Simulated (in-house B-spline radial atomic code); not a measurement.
How numerical settings move a run on the manganese ion Mn³⁺, [Ar] 3d4. Computed with a B-spline radial code for spherical atoms: scalar-relativistic (X2C) B3LYP, spherical fractional occupations, Fermi nucleus of rms radius 3.7057 fm.

Command:
```bash
python run_scf.py task.json out
```
Settings of the sound reference run:
```
Z                25
electrons        22
configuration    [Ar] 3d4
hamiltonian      x2c
method           b3lyp
spin_polarised   False
nucleus          fermi
rms_radius       3.7057
mass_number      55
atomic_mass      54.93804
speed_of_light   137.036
knot_spacing     0.22
spline_order     8
gauss_points     12
box_radius       16.22
max_iterations   70
damping          0.5
damped_steps     3
diis_vectors     10
tolerance        1e-08
start            Thomas-Fermi
```

Time taken, with all properties: 0.2 s on 1 thread of Arm Neoverse V2, on a shared host.

It converges in 9 iterations to -1156.134824 hartree, with 3d at -41.1472 eV. The other runs change the listed settings, some to values that make no sense; their results aren't properties of the atom or ion. Radii are in bohr (the nuclear one in fm), a minus after a letter asks for a j subshell, and «unchanged» means within 1e-8 hartree. The run stops when the residual is below 10 × tolerance × max(1, Z/10), or a noise floor if that is larger, and the energy moves by less than 1e-8 × √|E| hartree; so very loose and very tight tolerances often act alike.

| changed settings | outcome |
| --- | --- |
| box_radius = 32.44 | converged in 9 iterations, energy -1.95e-08 hartree from the reference |
| electrons = 23, configuration = [Ar] 3d4 4p-1, max_iterations = 100 | stopped with error: j subshells need the Dirac Hamiltonian and l > 0 |
| box_radius = 3.24, max_iterations = 75, diis_vectors = 4, tolerance = 1e-05 | converged in 8 iterations, energy +4.13e-02 hartree from the reference, 3d level +1.1e+00 eV (the program warns: 3d reaches the box edge; 3s reaches the box edge) |
| box_radius = 4.87 | converged in 9 iterations, energy +4.99e-04 hartree from the reference, 3d level +2.8e-02 eV (the program warns: 3d reaches the box edge; 3p reaches the box edge) |
| box_radius = 3.24 | converged in 9 iterations, energy +4.13e-02 hartree from the reference, 3d level +1.1e+00 eV (the program warns: 3d reaches the box edge; 3s reaches the box edge) |
| box_radius = 1.62 | converged in 8 iterations, energy +5.26e+00 hartree from the reference, 3d level +4.0e+01 eV (the program warns: 3d reaches the box edge; 2s reaches the box edge) |
| first_knot = 4e-06, max_iterations = 3, damped_steps = 8 | not converged after 3 iterations, last residual 1.1e-01, last energy +3.40e-01 hartree from the reference |
| electrons = 30, configuration = [Ar] 3d4 5s2 5p6, max_iterations = 75 | converged in 12 iterations to -1156.2238 hartree, a different physical problem (warning: 5s has a positive eigenvalue: unbound, held by the box) |
| max_iterations = 12 | converged in 9 iterations, energy unchanged |
| hamiltonian = dirac, method = hf, speed_of_light = 12.49768 | stopped with error: Z/c is past the critical charge |
| box_radius = 2.43 | converged in 9 iterations, energy +3.89e-01 hartree from the reference, 3d level +6.4e+00 eV (the program warns: 3d reaches the box edge; 3s reaches the box edge) |
| box_radius = 0.97 | converged in 7 iterations, energy +6.20e+01 hartree from the reference, 3d level +2.3e+02 eV (the program warns: 3d has a positive eigenvalue: unbound, held by the box; 3s has a positive eigenvalue: unbound, held by the box) |
| knot_spacing = 0.75, gauss_points = 4, first_knot = 0.12, max_iterations = 60, tolerance = 1e-05 | converged in 10 iterations, energy +1.13e+03 hartree from the reference, 3d level +3.6e+01 eV (the program warns: 3d reaches the box edge; 3s has a positive eigenvalue: unbound, held by the box) |
| knot_spacing = 0.55, max_iterations = 75, damped_steps = 8, diis_vectors = 20, tolerance = 0.0001 | converged in 11 iterations, energy +1.35e-02 hartree from the reference, 3d level -5.6e-03 eV |

(1) What happens with max_iterations = 8?

(2) What happens with box_radius = 64.88?

(3) What happens with box_radius = 0.65?

(4) What happens with box_radius = 8.11?

Results:

(1) Not converged after 8 iterations, last residual 1.1e-05, last energy +3.10e-09 hartree from the reference.

(2) Converged in 9 iterations, energy -1.10e-08 hartree from the reference.

(3) Converged in 7 iterations, energy +2.72e+02 hartree from the reference, 3d level +6.7e+02 eV (the program warns: 3d has a positive eigenvalue: unbound, held by the box; 3s has a positive eigenvalue: unbound, held by the box).

(4) Converged in 9 iterations, energy unchanged, 3d level +4.6e-06 eV.
